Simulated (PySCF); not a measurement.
Molfile (atoms numbered from 1):
```
H9PSi3
     RDKit          3D

 13 12  0  0  0  0  0  0  0  0999 V2000
   -0.6447    1.6897   -0.8278 Si  0  0  0  0  0  4  0  0  0  0  0  0
    0.2901   -0.3162   -1.2812 P   0  0  0  0  0  0  0  0  0  0  0  0
    1.8912   -0.2672    0.3102 Si  0  0  0  0  0  4  0  0  0  0  0  0
   -1.1981   -1.5976   -0.1642 Si  0  0  0  0  0  4  0  0  0  0  0  0
    0.3016    2.7538   -1.2773 H   0  0  0  0  0  0  0  0  0  0  0  0
   -0.9405    1.8815    0.6269 H   0  0  0  0  0  0  0  0  0  0  0  0
   -1.9179    1.7919   -1.6016 H   0  0  0  0  0  0  0  0  0  0  0  0
    2.9192    0.7352   -0.1001 H   0  0  0  0  0  0  0  0  0  0  0  0
    2.5133   -1.6228    0.3821 H   0  0  0  0  0  0  0  0  0  0  0  0
    1.3636    0.0999    1.6621 H   0  0  0  0  0  0  0  0  0  0  0  0
   -0.6615   -2.9898   -0.1114 H   0  0  0  0  0  0  0  0  0  0  0  0
   -2.4835   -1.5836   -0.9245 H   0  0  0  0  0  0  0  0  0  0  0  0
   -1.4530   -1.1184    1.2310 H   0  0  0  0  0  0  0  0  0  0  0  0
  1  2  1  0
  2  3  1  0
  2  4  1  0
  1  5  1  0
  1  6  1  0
  1  7  1  0
  3  8  1  0
  3  9  1  0
  3 10  1  0
  4 11  1  0
  4 12  1  0
  4 13  1  0
M  END
```

Geometry: PBE0-D3(BJ)/def2-SVP; GIAO shifts from PySCF 2.14, gas phase, non-relativistic, averaged over equivalent atoms.

At PBE0/pcSseg-1 (141 basis functions, 10 s wall time on 1 thread of an Arm Neoverse V2, shared host):
| atoms | δ (ppm) |
| --- | --- |
| Si1/Si3/Si4 | -65.5 |
| P2 | -373.5 |
| H5/H6/H7/H8/H9/H10/H11/H12/H13 | 4.07 |

Chemical shifts δ = σref − σ; 29Si (σref 351.99) and 1H (σref 31.27) against TMS; 31P (σref 310.13) vs H3PO4, all at this level.

Q: What do these become at KT2/pcSseg-2?

A: 
```csv
atoms,δ at KT2/pcSseg-2,change
Si1/Si3/Si4,-69.6,-4.1
P2,-349.2,+24.3
H5/H6/H7/H8/H9/H10/H11/H12/H13,4.22,+0.15
```

References, each an isolated molecule treated in the same way: TMS for 29Si (σ = 350.99 ppm), 1H (σ = 31.18 ppm); 31P (σ = 313.10 ppm) vs H3PO4.

The largest change is at P2 (phosphorus bonded to 3 Si). Cost: 298 basis functions, 38 s wall time on 1 thread of an Arm Neoverse V2, shared host.

Experimental scales use liquid or dissolved standards, which lie at an offset from isolated H3PO4.
